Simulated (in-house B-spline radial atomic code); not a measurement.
# Co+: [Ar] 3d8

Computed with an all-electron radial atomic-structure program (B-spline basis): non-relativistic RPBE, spin-polarised, spherical fractional occupations, point nucleus.

Z_r = [3n² - l(l+1)]/(2<r>); Z_e = n√(-2ε); the last column is Slater's effective charge. Values are occupation-weighted means over spin.

```csv
shell,electrons,ε (eV),<r> (bohr),Z_r,Z_e,Slater
1s,2,-7519.7,0.0569,26.36,23.51,26.70
2s,2,-885.12,0.2586,23.20,16.13,22.85
2p,6,-768.57,0.2262,22.11,15.03,22.85
3s,2,-102.8,0.7875,17.14,8.25,15.75
3p,6,-68.091,0.828,15.10,6.71,15.75
3d,8,-12.326,1.132,9.28,2.86,6.55
```

The least bound orbital is 3d down at -11.19 eV, and it is also the most diffuse (<r> = 1.163 bohr).

The density falls to 0.001 bohr⁻³ at 3.432 bohr; Σ<r²> = 20.952 bohr² gives, by the non-relativistic formula and without the paramagnetism of open shells, a Langevin diamagnetic susceptibility of -16.59×10⁻⁶ cm³/mol.
